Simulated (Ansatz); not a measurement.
**Question.** Name a neutral molecule of C and H with HOMO energy (B3LYP/def2-TZVPP) between -7.20 and -6.90 eV and HOMO–LUMO gap (ωB97M-V/def2-TZVPP) between 11.75 and 12.05 eV (Ansatz, PBE0-D4/def2-TZVP geometry).

**Answer.** `C=CCCCCCC` (-7.11 eV, 11.99 eV); `C=CCCC=C` (-7.04 eV, 11.75 eV); `C=CCCCCC` (-7.12 eV, 11.95 eV); `C=CCCCCCCCC` (-7.03 eV, 11.79 eV); `C=CCCCCCCCCCC` (-7.02 eV, 11.79 eV). Other molecules can fit too; these were computed, each in one conformer that needn't be the lowest.

B3LYP here is the variant with VWN-RPA as its local correlation; programs differ in this.
